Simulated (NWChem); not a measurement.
A series in which one site is exchanged, each optimised at PBE0/def2-SVP with NWChem, gas phase unless a solvent is named. For some, no frequency run checked for a minimum. def2 effective core potentials on Zr; no spin-orbit coupling.

A: [CH3][Ti]([F])([F])[F] (CH$_{3}$F$_{3}$Ti; site = Ti)
B: [CH3][Zr]([F])([F])[F] (CH3F3Zr; site = Zr)
C: [Ge]([F])([F])([F])[CH3] (CH$_{3}$F$_{3}$Ge; site = Ge)
D: FC(F)(F)C (C$_{2}$H$_{3}$F$_{3}$; site = C)

Values for A:

| Property | Value |
|---|---|
| dipole (D), PBE0/def2-SVP | 1.40 |
| static polarisability, PBE/def2-SVPD (bohr³) | 50.0 |
| lowest singlet excitation, PBE/def2-SVPD, TDA (eV) | 3.91 |

Task: How do these values change for the other members?

Result: 
```tsv
change from A	B	C	D
dipole (D), PBE0/def2-SVP	-0.30	+2.29	+0.77
static polarisability, PBE/def2-SVPD (bohr³)	+4.8	-7.9	-19.1
lowest singlet excitation, PBE/def2-SVPD, TDA (eV)	+1.07	+4.14	+5.43
```
